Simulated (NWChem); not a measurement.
System: SiHSeF$_{3}$; SMILES F[Si](F)(F)[SeH]

```xyz
6

F      0.7358     1.4341    -1.2736
Si    -0.0089     0.8131    -0.0001
F      0.7278     1.4343     1.2780
F     -1.5235     1.3249    -0.0048
Se    -0.0462    -1.4173    -0.0001
H      1.4255    -1.4702     0.0036
```
Atoms are numbered in this order, from 1.

Computed with NWChem. STO-3G and 3-21G are far too small for this property and stand as cheap habits. The geometry was optimised at PBE0/def2-SVP. GIAO values for the isolated, static molecule; σ is the absolute isotropic shielding, δ = σ(reference) − σ with the isolated reference molecule computed at the same levels (19F: trichlorofluoromethane, 1H: tetramethylsilane, 29Si: tetramethylsilane). Spin-orbit effects, on the heavy nuclei and on their neighbours, are missing.

**Question.** Predict the results for Hartree-Fock/STO-3G. Quantities: δ F1 (rotor mean) (ppm); δ Si2 (ppm); σ Se5 (ppm); δ H6 (ppm).

**Answer.** 
```json
{
 "δ F1 (rotor mean) (ppm)": "-156.6",
 "δ Si2 (ppm)": "7.6",
 "σ Se5 (ppm)": "2888.9",
 "δ H6 (ppm)": "-1.09"
}
```
